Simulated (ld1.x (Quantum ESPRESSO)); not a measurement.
## Reading a pseudo-wave (Se (Z = 34))

Columns: radius, all-electron u(r) and pseudo u(r) of the 4s shell (level -17.78 eV) of selenium in the configuration [Ne] 3s2 3p6 3d10 4s1.5 4p4.5; PW91, scalar-relativistic, PAW scheme, ld1.x (Quantum ESPRESSO) 7.5.

```csv
r (bohr),all-electron,pseudo
0.060,-0.0205,0.3335
0.120,-0.2463,0.6402
0.180,-0.1760,0.8959
0.240,0.0299,1.0821
0.300,0.2287,1.1871
0.360,0.3580,1.2075
0.420,0.4061,1.1478
0.480,0.3846,1.0194
0.540,0.3123,0.8388
0.600,0.2076,0.6251
0.660,0.0858,0.3979
0.720,-0.0419,0.1748
0.780,-0.1676,-0.0306
0.840,-0.2861,-0.2095
0.900,-0.3940,-0.3580
0.960,-0.4898,-0.4769
1.020,-0.5727,-0.5699
1.080,-0.6427,-0.6428
1.140,-0.7005,-0.7006
1.200,-0.7467,-0.7467
1.260,-0.7824,-0.7824
1.320,-0.8085,-0.8085
1.380,-0.8262,-0.8262
1.440,-0.8362,-0.8362
1.500,-0.8396,-0.8396
1.560,-0.8373,-0.8373
```

Q: How many radial nodes do the two functions have?

A: The all-electron 4s function has n − l − 1 = 3 (the table is too coarse to show those close to the nucleus); the pseudo-wave has 1, since 1 lower shell of the same l stays in the valence.

Q: At about which radius was the pseudo-wave matched?

A: 1.20 bohr. The columns agree to 0.0005 from 1.08 bohr on; several derivatives are matched, so the curves merge somewhat inside the radius.

Q: Is the pseudo-wave norm-conserving?

A: No, it belongs to a PAW set: the norm inside the radius is not constrained, and the difference is carried by the augmentation charge.
